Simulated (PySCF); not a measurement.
SMILES CO[SiH2][SiH2]C(C)C (C4H14OSi2) (GFN2-xTB optimised geometry):

```
21

C      3.194    -1.011     0.000
O      1.802    -1.011     0.000
Si     0.805     0.273     0.000
Si    -1.208    -0.836    -0.006
C     -2.632     0.442    -0.027
C     -2.612     1.279    -1.302
C     -2.583     1.350     1.197
H      3.582    -0.518    -0.895
H      3.536    -2.046     0.016
H      3.583    -0.490     0.878
H      1.119     1.144    -1.150
H      1.115     1.138     1.156
H     -1.426    -1.720    -1.166
H     -1.440    -1.694     1.172
H     -3.583    -0.100    -0.001
H     -2.685     0.643    -2.182
H     -3.446     1.980    -1.320
H     -1.688     1.851    -1.369
H     -1.662     1.931     1.205
H     -3.422     2.046     1.199
H     -2.627     0.766     2.114
```

Method: PBE/def2-SVP (PySCF).

What are the frontier orbital energies and the dipole moment?

HOMO-2 -6.98 eV, HOMO-1 -6.37 eV, HOMO -6.37 eV, LUMO -0.99 eV, LUMO+1 -0.14 eV; dipole moment 0.74 D.

Meta-Löwdin charges at PBE/def2-SVP: C1 -0.09, O2 -0.57, Si3 0.58, Si4 0.33, C5 -0.25, C6 -0.30, C7 -0.30, H8 0.09, H9 0.11, H10 0.09, H11 -0.11, H12 -0.11, H13 -0.07, H14 -0.07, H15 0.10, H16 0.10, H17 0.10, H18 0.09, H19 0.09, H20 0.10, H21 0.10.
